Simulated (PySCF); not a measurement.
**Computed data sheet: `CC#C[SiH2][SiH2][C@@H](F)OC`**

Compound: C₅H₁₁FOSi₂.
Structure used (GFN2-xTB), in Å, numbered top down from 1:
```
atom  x, y, z in Å
C1     4.9844    0.0788   -0.3084
C2     3.5647   -0.1967   -0.2905
C3     2.3799   -0.4199   -0.2761
Si4    0.5665   -0.7702   -0.2435
Si5   -0.5644    1.2228   -0.5627
C6    -2.3416    0.8682    0.0945
F7    -3.2852    1.6350   -0.5873
O8    -2.5584   -0.4707   -0.1585
C9    -3.7779   -0.9908    0.3348
H10    5.5120   -0.6456    0.3118
H11    5.1762    1.0807    0.0762
H12    5.3635    0.0127   -1.3281
H13    0.3155   -1.7713   -1.2908
H14    0.2971   -1.4017    1.0601
H15   -0.7587    1.6591   -1.9487
H16   -0.1076    2.4121    0.1728
H17   -2.5149    1.1129    1.1562
H18   -3.8408   -0.8551    1.4208
H19   -4.6323   -0.4984   -0.1376
H20   -3.7835   -2.0512    0.0923
```

Some functional groups and rings: alkyne, ether, C–F bond, Si–H bond and C–Si bond.

GFN2-xTB geometry:

- Point group of the GFN2-xTB geometry: C1
- Rotational constants A, B, C of the GFN2-xTB geometry: 3.009, 0.408, 0.367 GHz

**PBE0/pcSseg-1 ground state and GIAO shieldings, non-relativistic (PySCF)**

* Dipole moment: 1.81 D
* HOMO energy: -7.38 eV
* LUMO energy: -0.13 eV
* HOMO–LUMO gap: 7.25 eV
* Lowest Hirshfeld atomic charge: -0.19 e on C3
* Highest Hirshfeld atomic charge: +0.25 e on Si4
* 13C chemical shifts (computed TMS as zero) by class: 118.6 (C6), 115.1 (C2), 79.1 (C3), 59.6 (C9), 6.2 (C1) ppm
* 1H chemical shifts (computed TMS as zero) by class: 5.59 (H17), 4.45 (H13), 4.28 (H14), 4.19 (H15), 4.13 (H16), 3.62 (H18/H19/H20), 2.03 (H10/H11/H12) ppm
* Isotropic shieldings of nuclei other than C and H, by class: 252 (O8), 340 (F7), 411 (Si5), 453 (Si4) ppm
* Mayer bond orders between heavy atoms: C1–C2 1.17, C2–C3 2.56, C3–Si4 0.97, Si4–Si5 0.89, Si5–C6 0.82, C6–F7 0.85, C6–O8 0.98, O8–C9 0.89

Monoisotopic mass (most abundant isotopes): 162.0332 u.

With B = h/(8π²I), that is 505.379 GHz u Å² over I, the principal moments of inertia are 168.0, 1239.7 and 1376.8 u Å² (most abundant isotopes); the inertial defect Ic − Ia − Ib is -30.9 u Å² (zero for a rigid planar frame, negative otherwise). The rotational constants make it an asymmetric top with κ = (2B − A − C)/(A − C) = -0.97, nearer the prolate limit (−1). The dipole equals about 6.1 × 10⁻³⁰ C·m (1 D = 3.33564 × 10⁻³⁰ C·m).

The structure is a single GFN2-xTB conformer in the gas phase; no vibrational or solvent corrections. NMR classes are plain means over equivalent atoms (diastereotopic ones count apart unless rotation or inversion swaps them), as if these changed places fast; in this geometry the members of some classes differ.

For the NMR shielding job (PBE0/pcSseg-1), time: 71 s wall; peak memory 0.93 GiB. Hardware: an Arm Neoverse N1 with one thread (shared host).
